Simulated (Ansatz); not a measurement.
V₂O₂. The state is a singlet with charge 0. Geometry relaxed at r2SCAN-D4/def2-SVP.

Cartesian coordinates in Å:
```
V 0.803 -0.369 0.268
V -0.803 0.369 -0.268
O 0.358 1.320 0.744
O -0.358 -1.320 -0.744
```

The restricted singlet is unstable towards broken spin symmetry at other levels; at r2SCAN-D4/def2-SVP this wasn't settled. The geometry of the singlet was relaxed on an unsound state (restricted singlet, unstable towards broken spin symmetry at other levels and untested here). At PBE0-D4/def2-TZVP a quintet of charge 0 lies 0.72 eV below the restricted singlet, each at its own geometry. That quintet is doubtful there (⟨S²⟩ 6.87, where a pure state has 6.00). The structure comes from a short search, and lower isomers may exist.

**Question.** Estimate the harmonic wavenumbers at RKS r2SCAN-D4/def2-SVP (Ansatz, unscaled). Is this a minimum?

**Answer.** 206, 252, 417, 608, 845, 857 cm⁻¹. Yes, no mode is imaginary beyond noise. Zero-point energy 19.1 kJ/mol. It took 30 s on 4 threads of Arm Neoverse V2 on a shared host.
